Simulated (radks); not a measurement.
Coulomb parameter of the 4f shell of the cerium ion Ce2+ in the model configuration [Xe] 4f1 6p1, as a second difference U = [E(n + 0.25) + E(n - 0.25) - 2 E(n)] / (0.25)^2 with all orbitals relaxed. "Bare": the charge of the atom changes with n. "Screened": the 6p shell takes up the change at fixed total charge, which measures U(4f,4f) + U(6p,6p) - 2 U(4f,6p). Calculated with a radial shooting solver on a logarithmic mesh with Libxc functionals: scalar-relativistic Kohn-Sham, PBE, spin-unpolarised, spherical densities, finite nucleus; Fermi nuclear charge, rms radius 4.8771 fm.

| case | configuration | E - E(n) (eV) |
|---|---|---|
| start | [Xe] 4f1 6p1 | 0.000 |
| bare +0.25 | [Xe] 4f1.25 6p1 | -4.948 |
| bare -0.25 | [Xe] 4f0.75 6p1 | 5.959 |
| screened +0.25 | [Xe] 4f1.25 6p0.75 | -2.306 |
| screened -0.25 | [Xe] 4f0.75 6p1.25 | 2.792 |

U(bare) = 16.176 eV, U(screened by 6p) = 7.789 eV, against the Slater integral F0(4f,4f) = 23.697 eV with frozen orbitals.
